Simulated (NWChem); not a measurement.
Species: GaCl2 cation; SMILES [Ga+]([Cl])[Cl]

Results from NWChem. Pople sets run with spherical d functions. The geometry was optimised at PBE0/def2-SVP. Vertical excitations in the gas phase; the lowest state need not have the same character in each row.

For level B3LYP/6-31G*, TDA:

| Property | Value |
|---|---|
| lowest excitation, singlet (eV) | 4.72 |
| lowest state with f > 0.02, singlet (eV) | 5.27 |
| orbital gap (eV) | 5.95 |

Problem. How do the values read with level LRC-wPBEh/6-31G*, TDA instead?

Solution. The lowest excitation, singlet (eV) is 5.24 and the lowest state with f > 0.02, singlet (eV) comes out as 5.79. The orbital gap (eV) is 10.16.
